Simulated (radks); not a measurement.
The mean radii <r> (bohr) of the occupied orbitals of an atom or ion are listed with their occupations. Method: scalar-relativistic Kohn-Sham, LB94 model potential, spin-polarised, spherical densities, finite nucleus; Fermi nuclear charge, rms radius of each element as measured or else 0.836 A^(1/3) + 0.57 fm; computed with a radial shooting solver on a logarithmic mesh with Libxc functionals.

orbital  occ.      <r>
1s down     1  0.03026
1s up       1  0.03029
2s up       1   0.1263
2s down     1   0.1266
2p up       3   0.1090

Name the element and its charge. Open shells, if any, are filled with parallel spins first.

Answer. Z = 48, cadmium, charge +41: Cd41+ in [He] 2s2 2p3. The 1s radius gives Z: for a bare nucleus <r> = (2 gamma + 1)/(2Z) with gamma = sqrt(1 - (Z/c)^2), 0.02993 bohr for Z = 48, and screening makes it slightly larger (0.03026 here). The occupations add up to 7, and the charge is Z minus that.
